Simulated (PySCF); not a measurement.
SMILES C=Cc1ccc([SiH3])cc1 (C8H10Si), GFN2-xTB optimised geometry. Atoms within 1.6 Å of the plane z = 1.2 Å (x, y, z in Å): C1 (-1.10, -3.39, 0.00), C2 (-1.55, -2.14, 0.00), C3 (-0.75, -0.92, 0.00), C4 (-1.40, 0.31, 0.00), C5 (-0.69, 1.49, 0.00), C6 (0.71, 1.50, 0.00), Si7 (1.70, 3.10, -0.01), C8 (1.35, 0.26, 0.00), C9 (0.65, -0.92, 0.00), H10 (-1.77, -4.23, 0.00), H11 (-0.05, -3.63, 0.00), H12 (-2.62, -1.98, 0.00), H13 (-2.48, 0.34, 0.00), H14 (-1.22, 2.43, 0.00), H15 (0.78, 4.23, 0.09), H16 (2.62, 3.10, 1.14), H18 (2.43, 0.23, 0.00), H19 (1.19, -1.86, 0.00).

Computed with PBE0/def2-SVP (PySCF).

Map of the LUMO amplitude (bohr^(-3/2)) on the plane z = 1.2 Å; orbital energy -1.23 eV, overall sign arbitrary:

```
|===========================|
|===========================|
|===========================|
|===========================|
|===================+=======|
|===============-=+++++=====|
|==============---+#*++=====|
|==========++=-:::=%#++=====|
|=========+++=-...-+*++=====|
|========++**+-  .-=++======|
|=======++*##*-  .-=========|
|=======++*##*=::-==========|
|=======++*##*===+++========|
|========++++=+****+========|
|==========-::=#%#*+========|
|========-:. .=#%#*+========|
|=======-:.  .=*#*++========|
|=======-:. .-=+*++=========|
|========---=+++++==========|
|=========+#%#*++===========|
|========+*@@%*++===========|
|=======++*%%%*+============|
|========+**#*++============|
|========++++++=============|
|==========++===============|
|===========================|
|===========================|
```
Scale: ten equal steps from -0.053 (start of ' ') to 0.062 (end of '@'), in the order ' .:-=+*#%@'; x runs from -6.50 to 6.50, y from -6.50 (bottom) to 6.50 (top).
